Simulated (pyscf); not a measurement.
**H₃C–CH₂–Zn–Cl, singlet**

Gas-phase minimum from PySCF at ωB97X-D3(BJ)/def2-SVP, one conformer. 

```
C
H 1 1.1042
H 1 1.1042 2 105.62
C 1 1.5350 2 110.21 3 119.02
H 4 1.1025 1 111.98 2 61.74
H 4 1.1025 5 107.01 1 -123.07
H 4 1.1038 5 106.95 6 -114.33
Zn 1 1.9408 2 108.00 3 -115.32
Cl 8 2.1166 3 155.32 1 -179.75
```
Charge 0, spin multiplicity 1.

Properties at ωB97X-D3(BJ)/def2-SVP:

```json
{
 "harmonic_wavenumbers_unscaled": "76, 102, 236, 244, 404, 575, 637, 947, 975, 1054, 1236, 1257, 1412, 1448, 1485, 1493, 3051, 3072, 3121, 3133, 3146 cm⁻¹",
 "zero_point_energy": "41.6 kcal/mol",
 "rotational_symmetry_number": "1",
 "Entropy of this conformer at 298 K and 1 atm, rigid rotor and harmonic oscillator, modes under 100 cm⁻¹ raised to 100": "332.7 J/(mol K)",
 "dipole_moment": "2.56 D"
}
```

Single-point totals, which compare only within one level:

```tsv
level	total energy (hartree)
ωB97X-D3(BJ)/def2-TZVP	-2318.93312
PBE/def2-TZVP	-2318.34346
r²SCAN/def2-TZVP	-2318.81848
B3LYP-D3(BJ)/def2-TZVP	-2318.99682
PBE0-D3(BJ)/def2-TZVP	-2318.41939
M06-2X/def2-TZVP	-2318.83022
ωB97M-D3(BJ)/def2-TZVP	-2319.01387
```

Soft torsions are taken as harmonic, which can shift the entropy by several J/(mol K). Elements up to Kr have no core potential and no relativistic terms here.
